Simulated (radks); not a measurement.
Values are calculated unless marked as measured or tabulated.
Q: Coherent X-ray form factor from a spherical all-electron density. Code: a radial shooting solver on a logarithmic mesh with Libxc functionals. Model: non-relativistic Kohn-Sham, PBE, spin-polarised, spherical densities, point nucleus.

sin(theta)/lambda (1/angstrom),f0 (electrons)
0.05,12.810
0.1,12.284
0.15,11.535
0.2,10.694
0.25,9.872
0.3,9.131
0.4,7.940
0.5,7.019
0.6,6.212
0.8,4.740
1,3.535
1.25,2.513
1.5,1.924
2,1.405

The species is in the configuration that NIST lists as its ground one. Which atom or ion scatters so?

A: The sulfur ion S3+, [Ne] 3s2 3p1. Extrapolating in s^2 from the first two rows gives f0(0) = 13.0, near the electron count 13; among species with that count, the fall with angle is slower the higher Z, and the table is that of Z = 16; from so few rows the species is fixed only to a neighbour or two.
